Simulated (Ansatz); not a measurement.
Basis-set extrapolation for `C=C1CC1(F)[SiH3]` (PBE0-D4/def2-TZVP geometry, frozen core, Ansatz). Multiplicity 1, RHF reference.

```tsv
	def2-TZVPP	def2-QZVPP
HF	-543.940747	-543.960747
MP2 correlation	-1.016951	-1.091365
CCSD(T) correlation	-1.108305	not run
```

Energies in hartree. Use E(X) = E(∞) + A·exp(−7.88·√X) for Hartree–Fock and E(X) = E(∞) + B·X^(−2.97) for correlation, with X = 3 and 4, and add CCSD(T) minus MP2 of the smaller set to the MP2 limit.

Q: What is the CCSD(T) energy at the basis-set limit?

A: HF limit: -543.960747 + (-0.020000) × 0.13774 = -543.96350. MP2 limit: -1.091365 + (-0.074414) × 0.74074 = -1.14649. Higher-order term: -1.108305 − (-1.016951) = -0.09135. Total: -545.20134 hartree, 4.14 eV below CCSD(T)/def2-TZVPP.
